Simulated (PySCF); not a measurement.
**Calculated properties of (SiH3)3P, `[SiH3]P([SiH3])[SiH3]`**

Species: (SiH3)3P, H9PSi3.
SMILES with atom numbers: `[SiH3:1][P:2]([SiH3:3])[SiH3:4]` (hydrogens: H5, H6, H7 on Si1; H8, H9, H10 on Si3; H11, H12, H13 on Si4)

Geometry (PBE0-D3(BJ)/def2-TZVP, Å), atoms numbered from 1 in this order:
```xyz
13
H9PSi3 angstrom
Si    -0.648    1.633   -0.638
P      0.284   -0.349   -1.133
Si     1.843   -0.284    0.482
Si    -1.192   -1.594    0.014
H      0.281    2.709   -1.073
H     -0.926    1.793    0.815
H     -1.924    1.752   -1.390
H      2.867    0.725    0.103
H      2.481   -1.623    0.573
H      1.280    0.075    1.812
H     -0.673   -2.984    0.089
H     -2.482   -1.588   -0.723
H     -1.422   -1.089    1.395
```

PBE0-D3(BJ)/def2-TZVP geometry optimisation, gas phase (PySCF):

- Point group: C3v
- Rotational constants A, B, C: 2.235, 2.232, 1.353 GHz

PBE0/pcSseg-2 ground state and GIAO shieldings, non-relativistic (PySCF):

* Dipole moment: 0.61 D
* HOMO energy: -7.47 eV
* LUMO energy: -0.32 eV
* HOMO–LUMO gap: 7.15 eV
* Lowest Hirshfeld atomic charge: -0.11 e on P2
* Highest Hirshfeld atomic charge: +0.24 e on Si1/Si3/Si4
* 1H chemical shifts (computed TMS as zero) by class: 4.31 (H5/H6/H7/H8/H9/H10/H11/H12/H13) ppm
* Isotropic shieldings of nuclei other than C and H, by class: 408 (Si1/Si3/Si4), 690 (P2) ppm
* Mayer bond orders between heavy atoms: Si1–P2 0.93, P2–Si3 0.93, P2–Si4 0.93

Monoisotopic mass from the formula: 123.9750 u.

The rotational constants are those of an oblate symmetric top; the small spread among constants that symmetry makes equal is optimisation noise. Point group C3v permits a dipole; with 0.61 D the species has a pure rotational spectrum. With B = h/(8π²I), that is 505.379 GHz u Å² over I, the principal moments of inertia are 226.1, 226.4 and 373.5 u Å² (most abundant isotopes). The dipole equals about 2.0 × 10⁻³⁰ C·m (1 D = 3.33564 × 10⁻³⁰ C·m).

Isolated species at its PBE0-D3(BJ)/def2-TZVP geometry, gas phase. NMR classes are plain means over equivalent atoms (diastereotopic ones count apart unless rotation or inversion swaps them), as if these changed places fast; in this geometry the members of some classes differ.
